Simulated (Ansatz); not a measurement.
The cluster Be₁₂⁺. Charge 1, multiplicity 2. Geometry PBE0/def2-SVP.

| atom | x (Å) | y (Å) | z (Å) |
| --- | --- | --- | --- |
| Be1 | 0.065 | -0.677 | 1.197 |
| Be2 | 1.366 | 0.239 | -0.951 |
| Be3 | -0.589 | 1.143 | -0.585 |
| Be4 | -0.257 | -0.064 | -2.279 |
| Be5 | -1.826 | 0.329 | 0.897 |
| Be6 | 1.840 | 0.605 | 1.203 |
| Be7 | -1.928 | -0.518 | -1.053 |
| Be8 | -1.635 | -1.763 | 0.520 |
| Be9 | 1.192 | 2.154 | 0.065 |
| Be10 | -0.082 | 1.405 | 1.543 |
| Be11 | 0.030 | -1.519 | -0.842 |
| Be12 | 1.824 | -1.334 | 0.285 |

B3LYP takes the VWN-RPA correlation. The structure comes from a short search, and lower isomers may exist.

**Question.** Estimate the α-spin orbital energies around the gap (eV) in Ansatz with LDA (SPW92)/def2-TZVP, PBE/def2-SVP, PBE/def2-TZVP, r2SCAN/def2-TZVP, B3LYP/def2-TZVP.

**Answer.** 
| orbital | LDA (SPW92)/def2-TZVP | PBE/def2-SVP | PBE/def2-TZVP | r2SCAN/def2-TZVP | B3LYP/def2-TZVP |
| --- | --- | --- | --- | --- | --- |
| HOMO−9 | -13.09 | -13.10 | -13.04 | -13.40 | -14.01 |
| HOMO−8 | -12.81 | -12.81 | -12.77 | -13.13 | -13.71 |
| HOMO−7 | -11.06 | -11.07 | -11.02 | -11.29 | -11.78 |
| HOMO−6 | -10.58 | -10.56 | -10.51 | -10.70 | -11.14 |
| HOMO−5 | -10.30 | -10.24 | -10.21 | -10.37 | -10.85 |
| HOMO−4 | -9.78 | -9.72 | -9.69 | -9.79 | -10.14 |
| HOMO−3 | -9.69 | -9.64 | -9.61 | -9.72 | -10.10 |
| HOMO−2 | -9.43 | -9.32 | -9.31 | -9.36 | -9.55 |
| HOMO−1 | -8.80 | -8.86 | -8.78 | -8.96 | -9.26 |
| HOMO | -8.69 | -8.66 | -8.57 | -8.60 | -9.07 |
| LUMO | -7.80 | -7.68 | -7.65 | -7.51 | -7.03 |
| LUMO+1 | -7.42 | -7.36 | -7.29 | -7.18 | -6.69 |
| LUMO+2 | -7.10 | -6.98 | -6.93 | -6.69 | -6.29 |
| LUMO+3 | -7.00 | -6.87 | -6.86 | -6.63 | -6.22 |
| LUMO+4 | -6.83 | -6.71 | -6.70 | -6.46 | -6.07 |
| LUMO+5 | -6.72 | -6.61 | -6.57 | -6.33 | -5.91 |
| β HOMO | -8.59 | -8.60 | -8.51 | -8.55 | -9.03 |
| β LUMO | -8.32 | -8.19 | -8.09 | -7.85 | -7.54 |
